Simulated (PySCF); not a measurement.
## Correlation energy of Zn (zinc, neutral)

[Ar] 3d9 4s2 4p1, one real determinant (an excited configuration). All numbers are calculated (PySCF 2.14, the spin-free X2C one-electron Hamiltonian (Gaussian nucleus), in x2c-TZVPPall (6s5p4d2f1g, 64 functions)). Frozen: [Ne]; 20 electrons correlated.

```csv
level,correlation energy (mhartree)
CCSD,-685.35
(T),-13.63
CCSD(T),-698.98
```

Diagnostics: T1 = 0.019, D1 = 0.1040, largest double amplitude 0.097.

Is a single reference adequate?

Mostly. T1 lies below 0.03, but a double amplitude of this size points to a near-degeneracy that CCSD handles and MP2 describes poorly.

The basis was made for the ground configuration and has no added diffuse functions, which can raise the energy of the promoted electron.

The reference is one real determinant that mixes LS terms of this configuration.

This basis was not built for core-valence correlation, so the inner-shell part is incomplete.
